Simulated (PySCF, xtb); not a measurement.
SnClI3, SMILES [Cl][Sn]([I])([I])[I].

GFN2-xTB (xtb 6.7.1) at its own geometry gives an orbital gap of 1.42 eV and a dipole moment of 2.42 D.

Geometry optimised at B3LYP-D3(BJ)/def2-SVP. The def2 effective core potentials stand for the cores of I, Sn; spin–orbit coupling is left out.

Problem. What does PBE/def2-TZVP in PySCF give? (The exact figures need the calculation; the answer reports its results.)

Solution. gap 2.32 eV (levels -6.89 and -4.57 eV), dipole 1.17 D.
